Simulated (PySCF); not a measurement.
Compound: CH6GeN2.
SMILES with atom numbers: `[H]/[N:1]=[CH:2]\[GeH2:3][NH2:4]` (hydrogens: H5 on N1; H6 on C2; H7, H8 on Ge3; H9, H10 on N4)

Level of theory: PySCF 2.14.0, PBE0-D3(BJ)/def2-SVP geometry optimisation, gas phase.

Problem. List the bond lengths, angles and torsions at this level.

Solution. 
```csv
bond,length (bohr)
N1=C2,2.401
C2–Ge3,3.739
Ge3–N4,3.467
N1–H5,1.945
C2–H6,2.094
"Ge3–H7, Ge3–H8",2.914
"N4–H9, N4–H10",1.920
```

Bonds in one row agree within 0.02 bohr and their mean is given. A selection of angles:
```csv
angle,degrees
C2–N1–H5,110.7
N1–C2–Ge3,125.5
N1–C2–H6,116.3
Ge3–C2–H6,118.2
C2–Ge3–N4,115.5
C2–Ge3–H7,104.9
C2–Ge3–H8,110.2
N4–Ge3–H7,108.5
N4–Ge3–H8,106.0
H7–Ge3–H8,112.0
Ge3–N4–H9,115.3
H9–N4–H10,108.8
```

Dihedral angles: N1–C2–Ge3–N4 -121° (anticlinal); H5–N1–C2–Ge3 0° (synperiplanar). The mirror-image conformer, all signs reversed, is as good.

Ge3 (germanium bonded to C, N and 2 H) is distorted tetrahedral (angles from 104.9° to 115.5°). N4 (nitrogen bonded to Ge and 2 H) is pyramidal (angles 115.3°, 114.7° and 108.8°, sum 338.9°, 0.32 Å off the plane of its three neighbours).

Point group: C1 (no symmetry element, even within 0.4 Å). PBE0-D3(BJ)/def2-SVP frequencies: not computed here. The numbers are those of one conformer (N1–C2–Ge3–N4 -121°, C2–Ge3–N4–H 52° and -75°).
